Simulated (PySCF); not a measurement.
Computed shifts of a molecule C2H7AlFN, PySCF with PBE0/pcSseg-1, GIAO, gas phase, equivalent atoms averaged, in ppm (number of nuclei): ¹H: 4.69 (1), 3.26 (3), 3.13 (3). ¹⁹F: -180.6 (1). ¹⁵N: 65.8 (1). ¹³C: 44.4 (1), 42.4 (1). References: ¹H against TMS (σ = 31.56 ppm); ¹⁹F against CFCl3 (σ = 167.2 ppm); ¹⁵N against NH3 (σ = 267.4 ppm); ¹³C against TMS (σ = 186.3 ppm), references at their B3LYP-D3(BJ)/def2-TZVP geometries, non-relativistic. Coordinates come from a PBE-D3(BJ)/def2-SVP optimisation. The values are those of a single conformer.

### Question
Which molecule gave these data?
A. C[N](C)[AlH][F]
B. C[CH2][Al]([NH2])[F]
C. C[NH][Al]([CH3])[F]

### Answer
A, C[N](C)[AlH][F]
